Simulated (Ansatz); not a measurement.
Ansatz (an electronic-structure program) input:
A basis named .json is the Basis Set Exchange file of that set.

Ansatz 0.2 input:
```yaml
crystal:
  periodic: [false, false, false]
  atoms:
    - {symbol: C, position_ang: [0.00154451, 0.01403660, 0.73374003]}
    - {symbol: Cl, position_ang: [-1.47610556, -0.90211484, -0.06598950]}
    - {symbol: Cl, position_ang: [-0.04223645, 1.72656833, -0.11929504]}
    - {symbol: Cl, position_ang: [1.51779688, -0.82940758, -0.07368253]}
basis:
  gaussian:
    orbitals: aug-cc-pV_T+d_Z.json
    fitting: {mean_field: def2-universal-jkfit, correlation: aug-cc-pVTZ-RIFIT.json}
total_charge: -1
magnetization: {spin_polarized: false}
correlation: {method: mp2, electrons: outside_noble_gas}
```

Predict the final energy.

-1417.17524 Eh (RI-MP2/aug-cc-pV(T+d)Z). The basis has 211 functions.
